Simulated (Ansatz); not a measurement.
A single point on CH6GaOSi, SMILES `[CH3][Ga][O][SiH3]` radical.

```yaml
crystal:
  periodic: [false, false, false]
  atoms:
    - {symbol: C, position_ang: [0.392633, 2.427961, 0.291513]}
    - {symbol: Ga, position_ang: [-0.147652, 0.659648, 1.056707]}
    - {symbol: O, position_ang: [-0.087768, -0.667278, -0.163673]}
    - {symbol: Si, position_ang: [-0.346819, -2.264194, -0.347706]}
    - {symbol: H, position_ang: [0.336169, 3.224830, 1.029935]}
    - {symbol: H, position_ang: [-0.275179, 2.636273, -0.547135]}
    - {symbol: H, position_ang: [1.414886, 2.323062, -0.078334]}
    - {symbol: H, position_ang: [-0.779751, -2.904762, 0.928171]}
    - {symbol: H, position_ang: [-1.407087, -2.498659, -1.366110]}
    - {symbol: H, position_ang: [0.900569, -2.936892, -0.803356]}
basis:
  gaussian: {orbitals: def2-QZVPP}
magnetization: {spin_polarized: true, initial_magnetization: 1}
correlation: {method: mp2}
scf: {omitted_lower_state_checks: [cluster_reference]}
```

```sh
$ ansatz run in.yaml --threads 4 --pin off --events-out ev --progress --plain --max-ram 10444MiB
```

It prints (some lines left out):

```
Functional definition: HF
2747 factors; integrals over basis functions are off by at most 7.5e-4 eV
mean field evaluation 1: about -63357.9511 eV, gradient 3.6e1 eV
mean field evaluation 2: about -63357.9528 eV, gradient 3.6e1 eV
mean field evaluation 4: about -63363.6639 eV, gradient 4.0e0 eV
mean field evaluation 8: about -63363.8449 eV, gradient 5.5e-1 eV
mean field evaluation 16: about -63363.8545 eV, gradient 1.7e-6 eV
mean field -63363.85449132 eV, -2328.5787029928 hartree, gradient 2.0e-6 eV, S^2 0.762483; 0 other end points of the search recorded, 0 dependent functions left out
16 core orbitals not correlated: weight in the atoms' cores, before any rotation towards them, 1.000 or more for the frozen orbitals, at most 0.000 for the correlated occupied ones
reference -63363.85449132 eV, -2328.5787029928 hartree; 17, 16 occupied and 420, 421 virtual orbitals, 2747 factors
second order -28.06138700 eV of doubles, -0.00000000 eV of singles
Total energy: -63391.91587832 eV, -2329.6099399444 hartree
Checks for a lower state left out: cluster_reference
```

It took 26 s on 4 threads of an AMD EPYC 7B13 on a shared host, with 2.7 GiB of host memory at the peak.
